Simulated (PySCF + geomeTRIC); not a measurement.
Level of theory: r2SCAN-D4/def2-TZVP (PySCF + geomeTRIC). fastk is a local helper that only speeds up exchange builds. No frequencies were computed at this level.

```python
import json, numpy as np
from pyscf import gto, dft
from fastk import lowrank_exchange
atoms = """
C     -1.320323     0.394443     0.318082
C     -0.304006    -0.344636    -0.545427
Si     1.483527    -0.141169     0.071704
H     -2.331433     0.256457    -0.063524
H     -1.292524     0.029030     1.342616
H     -1.107493     1.461404     0.334418
H     -0.382329     0.016172    -1.573158
H     -0.565843    -1.404455    -0.573230
H      2.384106    -0.881279    -0.814510
H      1.592632    -0.664725     1.435489
H      1.843688     1.278757     0.067541
"""
def scf(charge, spin, dm0=None):
    mol = gto.M(atom=atoms, basis='def2-tzvp', ecp={}, charge=charge, spin=spin, verbose=3, max_memory=15120)
    mf = dft.KS(mol, xc='r2scan').density_fit(auxbasis="def2-universal-jkfit")
    mf.disp = 'd4'
    mf.grids.level = 4
    mf.conv_tol = 1e-8
    mf.max_cycle = 60
    mf.kernel(dm0)
    if not mf.converged:
        mf = mf.newton().run(mf.mo_coeff, mf.mo_occ).undo_soscf()
    return mf
mf = scf(0, 0)
from pyscf.geomopt.geometric_solver import kernel as optimize
path = []
done, mol = optimize(mf, maxsteps=80, assert_convergence=False, callback=lambda env: path.append((env["energy"], bool(env["g_scanner"].converged))))
res = dict(converged=bool(done and path[-1][1]), energy=path[-1][0], path=[e for e, c in path], xyz=mol.atom_coords(unit="Angstrom").tolist(), nao=mol.nao)
json.dump(res, open("result.json", "w"))
```

Output:

```
converged SCF energy = -370.469010774871
Geometry optimization cycle 1
converged SCF energy = -370.46901077487
cycle 1: E = -370.469010775  dE = -370.469  norm(grad) = 0.0266547
Geometry optimization cycle 2
converged SCF energy = -370.470163921084
cycle 2: E = -370.470163921  dE = -0.00115315  norm(grad) = 0.0047299
Geometry optimization cycle 3
converged SCF energy = -370.470206000174
cycle 3: E = -370.470206  dE = -4.20791e-05  norm(grad) = 0.000980046
Geometry optimization cycle 4
converged SCF energy = -370.47020876951
cycle 4: E = -370.47020877  dE = -2.76934e-06  norm(grad) = 0.000232741
Geometry optimization cycle 5
converged SCF energy = -370.470208920207
cycle 5: E = -370.47020892  dE = -1.50697e-07  norm(grad) = 0.000101196
<class 'geometric.internal.Distance'> : 10
<class 'geometric.internal.Angle'> : 18
<class 'geometric.internal.Dihedral'> : 18
<class 'geometric.internal.TranslationX'> : 1
<class 'geometric.internal.TranslationY'> : 1
<class 'geometric.internal.TranslationZ'> : 1
<class 'geometric.internal.RotationA'> : 1
<class 'geometric.internal.RotationB'> : 1
<class 'geometric.internal.RotationC'> : 1
Step    0 : Gradient = 8.037e-03/2.006e-02 (rms/max) Energy = -370.4690107749
Step    1 : Displace = 2.046e-02/2.951e-02 (rms/max) Trust = 1.000e-01 (=) Grad = 1.426e-03/3.089e-03 (rms/max) E (change) = -370.4701639211 (-1.153e-03) Quality = 1.017
Step    2 : Displace = 3.581e-03/6.646e-03 (rms/max) Trust = 1.414e-01 (+) Grad = 2.955e-04/6.913e-04 (rms/max) E (change) = -370.4702060002 (-4.208e-05) Quality = 1.169
Step    3 : Displace = 1.513e-03/2.887e-03 (rms/max) Trust = 2.000e-01 (+) Grad = 7.017e-05/1.839e-04 (rms/max) E (change) = -370.4702087695 (-2.769e-06) Quality = 1.064
Step    4 : Displace = 4.800e-04/7.039e-04 (rms/max) Trust = 2.828e-01 (+) Grad = 3.051e-05/7.546e-05 (rms/max) E (change) = -370.4702089202 (-1.507e-07) Quality = 1.503
Converged! =D
```

Cost: roughly 4 core-minutes.
